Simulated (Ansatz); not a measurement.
Na₂Br₂⁻, that is (NaBr)2 ring with one electron more. Charge -1, multiplicity 2. Geometry PBE-D4/def2-SVP, that of the neutral singlet; atoms count from 1.

```xyz
4

Na   -0.982    0.418   -1.249
Br    0.289   -1.928   -0.873
Na    0.984   -0.418    1.248
Br   -0.291    1.927    0.874
```

The highest occupied level of the charge -1 doublet lies above zero (up to 0.51 eV). By energy differences its removal costs 0.37 eV (vertical, to the charge 0 singlet, at PBE0-D4/def2-TZVPD); a positive level beside a positive removal energy at the same level points to self-interaction error.

**Question.** Estimate the Mulliken populations from the PBE0/def2-TZVPD orbitals of Ansatz.

**Answer.** 
| atom | charge (e) | spin (α − β) |
| --- | --- | --- |
| Na1 | 0.21 | 0.56 |
| Br2 | -0.71 | -0.06 |
| Na3 | 0.21 | 0.56 |
| Br4 | -0.71 | -0.06 |
Mulliken values and Mayer orders depend strongly on the basis. With diffuse functions, as here, like atoms can get unlike values, and bond orders can come out too low or too high.

**Question.** Where does the spin sit?

**Answer.** Summed by element: Na 1.12, Br -0.12, of 1 unpaired in all. Largest on single atoms: Na3 0.56, Na1 0.56, Br2 -0.06.

**Question.** And the Mayer bond orders between bonded heavy atoms (over 0.3)?

**Answer.** Na1–Na3 0.60 (3.29 Å).
